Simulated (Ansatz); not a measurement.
Na8⁺. Charge 1, multiplicity 2. Geometry r2SCAN/def2-SVP, basis def2-TZVP, Ansatz.

```xyz
8

Na   -0.880   -1.377    1.374
Na   -1.268   -3.289   -1.805
Na    2.460   -0.945    2.980
Na    1.949   -1.711   -0.671
Na   -0.195    3.675   -1.647
Na   -2.394    1.957    0.841
Na    1.226    1.524    0.860
Na   -0.899    0.166   -1.933
```

| run | HOMO (eV) | LUMO (eV) |
| --- | --- | --- |
| A | -6.09 | -4.63 |
| B | -5.69 | -5.18 |
| C | -5.72 | -4.78 |
| D | -5.63 | -5.08 |
| E | -6.34 | -4.14 |

Another isomer (doublet) lies 0.09 eV lower at PBE0/def2-TZVP; other spin states weren't run for this one.

HOMO and LUMO are taken over both spins.

Task: The runs used BHLYP, PBE, PBE0, r2SCAN, revPBE. Estimate which is which.

Result: A PBE0 (25 % exact exchange); B PBE (0 % exact exchange); C r2SCAN (0 % exact exchange); D revPBE (0 % exact exchange); E BHLYP (50 % exact exchange). Exact exchange lowers occupied and raises empty levels; among semilocal functionals meta-GGAs tend to open the gap a little, and such runs are hard to tell apart. The gap grows from 0.51 eV (PBE) to 2.20 eV (BHLYP).
